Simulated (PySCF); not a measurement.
## Working out the ionisation energy of Xe⁺

Xe⁺ [Kr] 4d10 5s2 5p5 (2P) → Xe²⁺ [Kr] 4d10 5s2 5p4 (3P). Computed with PySCF 2.14 in x2c-TZVPPall with one added diffuse shell each of s, p, d, f type (9s7p5d3f, 76 functions), with scalar relativity by spin-free X2C-1e. Frozen: [Ar] 3d10. Energies in hartree (1 hartree = 27.21139 eV):

```json
{"part": "UHF", "Xe⁺ (lower)": "-7443.042699", "Xe²⁺ (upper)": "-7442.304936"}
{"part": "MP2 opposite-spin", "Xe⁺ (lower)": "-0.394056", "Xe²⁺ (upper)": "-0.373066"}
{"part": "MP2 same-spin", "Xe⁺ (lower)": "-0.224267", "Xe²⁺ (upper)": "-0.214995"}
```

**Question.** What does Hartree-Fock give?

**Answer.** (-7442.304936) − (-7443.042699) = 0.737763 hartree = 20.076 eV.

**Question.** What do MP2 and SCS-MP2 (6/5 opposite-spin, 1/3 same-spin) give?

**Answer.** The opposite-spin parts differ by 0.571 eV and the same-spin parts by 0.252 eV. MP2: 20.076 + (0.571) + (0.252) = 20.899 eV. SCS-MP2: 20.076 + 1.2 × (0.571) + (0.252)/3 = 20.845 eV.

A first-order spin-orbit estimate adds -0.042 eV to MP2 (valence and next inner shell), giving 20.857 eV against 20.975 eV (semi-empirical (NIST evaluation); NIST Atomic Spectra Database, ionization energies).

What remains against the reference includes basis incompleteness, the frozen core and correlation beyond second order.
